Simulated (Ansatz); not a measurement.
`[OH][SnH2][Cl]` + HBr → `[OH][SnH2][Br]` + HCl at 400 K and 1 bar (ligand exchange at the Sn–Cl bond).

Program: Ansatz. Geometries: PBE0-D4/def2-TZVP. ΔE: electronic, gas phase. CBS: MP2 limit from def2 TZ/QZ plus the TZ coupled-cluster correction, frozen cores. This one scheme is used for every species. Elements past krypton have def2 core potentials. For Br, Sn outer-core shells are correlated without core-valence functions, which leaves a few kJ/mol of doubt a bond. Scalar relativity is left out up to krypton. One conformer a species, not always the lowest.

```csv
species,CCSD(T)/CBS energy (Eh),H − E (kJ/mol),S (J/(mol·K))
`[OH][SnH2][Cl]`,-750.83217,99.0,346.1
HBr,-2573.91920,27.6,207.2
`[OH][SnH2][Br]`,-2864.37583,98.6,358.0
HCl,-460.38127,29.6,195.4
```

H − E and S are ideal-gas, rigid-rotor, harmonic terms from PBE0-D4/def2-TZVP, for one conformer and one mirror image of each species. 1 Eh = 2625.50 kJ/mol, R = 8.31446 J/(mol·K).

Problem. By hand: ΔE, ΔH, ΔS and ΔG.

Solution. ΔE = (-2864.37583) + (-460.38127) − (-750.83217) − (-2573.91920) = -0.00573 Eh = -15.0 kJ/mol. Δ(H − E) = 98.6 + 29.6 − 99.0 − 27.6 = 1.6, so ΔH = -13.4 kJ/mol. ΔS = 358.0 + 195.4 − 346.1 − 207.2 = 0.1 J/(mol·K). ΔG = -13.4 − 400 × (0.1)/1000 = -13.4 kJ/mol.

Problem. By hand: the equilibrium constant, and the temperature at which ΔG would vanish if ΔH and ΔS stayed fixed.

Solution. log₁₀ K = −ΔG/(RT ln 10) = 1.7. ΔH and −TΔS have one sign here, so there is no such temperature. One of them is within its doubt of zero, so this could turn.

The number of gas molecules stays the same, so ΔS is small and ΔH decides. A doubt of 5 kJ/mol in ΔE shifts log₁₀ K by 0.7 here. Other conformers and mirror images would add mixing entropy, several J/(mol·K) or more a flexible species. These are equilibria of isolated gas molecules and say nothing of rates. Largest T1 diagnostic: 0.013 (customary marks: 0.02 for closed shells, 0.045 for open ones).
